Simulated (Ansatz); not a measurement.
Start from `O[Si](O)(O)F` and change one atom or group to get `B[Si](O)(O)F`.

Ansatz, PBE0-D4/def2-TZVP geometries, multiplicity 1. Each molecule was computed in one conformer, which needn't be the lowest.

```
                                                                                  property  `O[Si](O)(O)F`
                                                         LUMO energy (PBE/def2-TZVPP) / eV           -0.53
ideal-gas entropy at 298 K and 1 bar (rigid rotor, harmonic PBE0-D4/def2-TZVP) / J/(mol·K)             327
                                                     LUMO energy (ωB97M-V/def2-TZVPP) / eV            1.87
                                                     HOMO–LUMO gap (B3LYP/def2-TZVPP) / eV            9.44
                                                         HOMO energy (PBE/def2-TZVPP) / eV           -7.92
                                                       HOMO–LUMO gap (PBE/def2-TZVPP) / eV            7.39
```

Q: Give the same properties after the change, and the shifts. (Estimate.)

A: The calculation gave: 
```json
{"property": "LUMO energy (PBE/def2-TZVPP) / eV", "`B[Si](O)(O)F`": "-3.60", "shift": "-3.07"}
{"property": "ideal-gas entropy at 298 K and 1 bar (rigid rotor, harmonic PBE0-D4/def2-TZVP) / J/(mol·K)", "`B[Si](O)(O)F`": "350", "shift": "23"}
{"property": "LUMO energy (ωB97M-V/def2-TZVPP) / eV", "`B[Si](O)(O)F`": "-0.58", "shift": "-2.45"}
{"property": "HOMO–LUMO gap (B3LYP/def2-TZVPP) / eV", "`B[Si](O)(O)F`": "5.60", "shift": "-3.84"}
{"property": "HOMO energy (PBE/def2-TZVPP) / eV", "`B[Si](O)(O)F`": "-7.18", "shift": "0.74"}
{"property": "HOMO–LUMO gap (PBE/def2-TZVPP) / eV", "`B[Si](O)(O)F`": "3.58", "shift": "-3.81"}
```

With PBE0 the HOMO rises by 1.18 eV and the LUMO falls by 2.96 eV, so the gap narrows by about 4.14 eV. PBE moves the HOMO by 0.74 eV and ωB97M-V by 1.45 eV. The zero-point energy changes by 15.3 kJ/mol with +3 modes.

B3LYP here is the variant with VWN-RPA as its local correlation; programs differ in this.
